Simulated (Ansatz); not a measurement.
Ansatz (a quantum-chemistry and plane-wave program) input file for Cl2FH2NSn, SMILES [NH2][Sn]([F])([Cl])[Cl], CAM-B3LYP/def2-SVPD. Geometry: B3LYP-D3(BJ)/def2-SVP. The structure was generated by enumeration; whether it is a known compound was not checked. The def2 effective core potentials stand for the cores of Sn; spin–orbit coupling is left out. One conformer was computed; it need not be the lowest.

Ansatz 0.2 input:
```yaml
crystal:
  periodic: [false, false, false]
  atoms:
    - {symbol: N, position_ang: [2.16824006, -0.23546537, -0.02050731]}
    - {symbol: Sn, position_ang: [0.15615198, -0.09515432, 0.14690637]}
    - {symbol: F, position_ang: [-0.53850739, -0.87933159, 1.78023829]}
    - {symbol: Cl, position_ang: [-0.49254164, 2.14587082, 0.19320680]}
    - {symbol: Cl, position_ang: [-0.87487986, -1.24591047, -1.60194796]}
    - {symbol: H, position_ang: [2.63745533, 0.23249418, 0.75756707]}
    - {symbol: H, position_ang: [2.46999689, -1.21186182, -0.03287905]}
basis:
  gaussian:
    orbitals: def2-SVPD
hamiltonian:
  xc: {name: CAM-B3LYP}
```

Output:

```
WARN ansatz: RAYON_NUM_THREADS=1 ignored (pool sized by the plan → 1); use --threads N
Functional definition: CAM-B3LYP
integrals: 0.12 GiB planned
1442 factors; their error is unknown
integrals: 0.15 GiB planned
497 factors; integrals over basis functions are off by at most 3.1e-5 eV
mean field: 1.06 GiB planned
mean field evaluation 1: about -35100.9810 eV, gradient 5.9e1 eV
mean field evaluation 2: about -35094.9123 eV, gradient 8.3e1 eV
mean field evaluation 4: about -35107.8810 eV, gradient 3.2e0 eV
mean field evaluation 8: about -35107.9024 eV, gradient 6.1e-2 eV
mean field evaluation 16: about -35108.0785 eV, gradient 3.3e-5 eV
mean field -35108.07849702 eV, -1290.1980876553 hartree, gradient 3.3e-5 eV, S^2 0.000000; 0 other end points of the search recorded, 0 dependent functions left out
reference -35108.07863411 eV, -1290.1980926933 hartree; 37, 37 occupied and 108, 108 virtual orbitals, 1442 factors
Total energy: -35108.07863411 eV, -1290.1980926933 hartree
```

The calculation finished and met its thresholds.

Cost: around 9 core-seconds (rough).
